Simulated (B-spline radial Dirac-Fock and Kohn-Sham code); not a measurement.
## Diagram lines of Ru⁴⁺

System: ruthenium as Ru⁴⁺, 1s2 2s2 2p6 3s2 3p6 3d10 4s2 4p6 4d4, inside a Watson sphere of charge -4 and radius 2.4 Å (a model of the Madelung potential; inside it an electron's potential energy is raised by 24.0 eV).

Method: Dirac-Fock (average of configuration) total-energy differences with a finite nucleus, the Breit interaction including its frequency dependence, and self-energy and vacuum-polarisation corrections. Computed with a radial finite-basis atomic code. A line energy is the difference of two single-hole energies; the list is a selection of electric-dipole transitions between resolved j subshells. Correlation energy is missing from these numbers.

| line | energy (eV) | wavelength (Å) |
| --- | --- | --- |
| K-N3 | 22077.8 | 0.56158 |
| K-N2 | 22074.2 | 0.56167 |
| K-M3 | 21653.7 | 0.57258 |
| K-M2 | 21631.2 | 0.57317 |
| K-L3 | 19277.3 | 0.64316 |
| K-L2 | 19148.3 | 0.64749 |
| L1-N3 | 3191.8 | 3.8845 |
| L1-N2 | 3188.2 | 3.8889 |
| L2-N1 | 2892.1 | 4.2869 |
| L1-M3 | 2767.6 | 4.4798 |
| L3-N1 | 2763.1 | 4.4871 |
| L1-M2 | 2745.1 | 4.5165 |
